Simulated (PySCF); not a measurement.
Cd⁺: ionisation energy

Cd⁺ [Kr] 4d10 5s1 (2S) → Cd²⁺ [Kr] 4d10 (1S), as a difference of total energies. Computed with PySCF 2.14 in aug-cc-pwCVTZ-PP with ECP28MDF (8s8p7d4f3g, 122 functions), with a scalar-relativistic core potential. Correlated levels: valence: 4s2 4p6 frozen; valence and next inner shell: nothing frozen outside the core potential. The calculations carry no spin-orbit coupling.

```
                                method  ionisation energy (eV)  error (eV)
                                   UHF                  15.567      -1.341
                                   LDA                  17.822      +0.914
                                   PBE                  17.441      +0.533
                                  PBE0                  17.083      +0.175
                                r2SCAN                  17.238      +0.330
                             CAM-B3LYP                  17.291      +0.383
                                  BLYP                  17.547      +0.639
                                 B3LYP                  17.413      +0.505
                         MP2 (valence)                  16.839      -0.069
                     SCS-MP2 (valence)                  16.641      -0.267
    MP2 (valence and next inner shell)                  16.993      +0.085
SCS-MP2 (valence and next inner shell)                  16.750      -0.158
```

Reference: 16.908 eV (measured; NIST Atomic Spectra Database, ionization energies).

Errors of the correlated levels include the incompleteness of this basis and the frozen core.
